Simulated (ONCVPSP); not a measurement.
**Before and after: ONCV potential for Ce**

* Element: cerium
* Generator: ONCVPSP 4.0.1
* Type: optimised norm-conserving Vanderbilt (ONCV)
* Functional: LDA (Perdew-Wang 92)
* Relativity: scalar-relativistic
* Frozen core: [Kr]
* Valence charge: 22
* Reference configuration: 4d10 4f0.5 5s2 5p6 5d1.5 6s2
* Partial waves: 5s+6s: rc 2.80 bohr, ncon 5, nbas 8, qcut 3.5 1/bohr, 2 projectors; 5p: rc 2.05 bohr, ncon 4, nbas 9, qcut 5.8 1/bohr, 2 projectors, debl 1.9 Ha; 4d+5d: rc 1.40 bohr, ncon 3, nbas 8, qcut 11 1/bohr, 3 projectors, debl 3.9 Ha; 4f: rc 1.30 bohr, ncon 3, nbas 7, qcut 12.1 1/bohr, 2 projectors, debl 1.3 Ha
* Local potential: polynomial inside 1.05 bohr (lpopt 4, dvloc0 6 Ha)
* Core correction: none

All-electron outer shells of the reference configuration (LDA (PZ), scalar-relativistic, ld1.x):

| shell | level (eV) | outermost node (bohr) | outermost maximum (bohr) |
| --- | --- | --- | --- |
| 4p | -214.58 | 0.33 | 0.62 |
| 4d | -114.17 | 0.31 | 0.66 |
| 5s | -42.39 | 0.75 | 1.35 |
| 5p | -24.59 | 0.80 | 1.53 |
| 4f | -8.55 | – | 0.70 |
| 6s | -4.03 | 1.79 | 3.63 |
| 5d | -3.69 | 0.91 | 2.12 |

Change: s: ncon 4, nbas 7.

Cutoffs: the cutoffs (Ha) at which the residual kinetic energy of the hardest occupied pseudo-wave falls to 1 and 0.1 mHa per electron; they do not see the model core or the augmentation charge, which bear on the density cutoff. Errors are all-electron minus pseudo energies relative to the spin-unpolarised reference configuration.

Question: How do hardness, ghosts and transferability respond?

Answer: The potential gets neither clearly harder nor softer (63 Ha and 70 Ha → 63 Ha and 70 Ha); the f channel sets the loose cutoff, while the largest relative change is in s, which becomes softer; the errors of the 3 common tests hardly move; neither file shows a bound ghost.

| quantity | base | changed |
| --- | --- | --- |
| cutoff, loose | 63 Ha | 63 Ha |
| cutoff, tight | 70 Ha | 70 Ha |
| loose cutoff by channel | s 5.4 Ha, p 12 Ha, d 49 Ha, f 63 Ha | s 3.1 Ha, p 12 Ha, d 49 Ha, f 63 Ha |
| bound ghosts | none | none |
| GHOST(+) flags under 300 eV | s at 21.6 eV, p at 163.1 eV | s at 13.6 eV, p at 163.1 eV |
| tests counted as reliable (solved cleanly; for ONCVPSP, near-neutral configurations with less than one 5d electron left out) | 3 of 4 | 3 of 4 |
| error for 4d10 4f1 5s2 5p6 5d1 6s2, meV [ΔE -1.84 eV] | +41 | +47 |
| error for 4d10 4f1 5s2 5p6 5d1 6s1, meV [ΔE 4.43 eV] | +53 | +60 |
| error for 4d10 4f1 5s2 5p6 5d1 6s0, meV [ΔE 15.77 eV] | +73 | +81 |
| s: phases at 2.84 bohr within 0.05 rad from the reference energy up to (Ha; the scan ends near 5) | n/a | 0.4 |
| p: phases at 2.08 bohr within 0.05 rad from the reference energy up to (Ha; the scan ends near 5) | 2.7 | 2.7 |
| d: phases at 1.42 bohr within 0.05 rad from the reference energy up to (Ha; the scan ends near 5) | to the end of the scan | to the end of the scan |
| f: phases at 1.32 bohr within 0.05 rad from the reference energy up to (Ha; the scan ends near 5) | to the end of the scan | to the end of the scan |
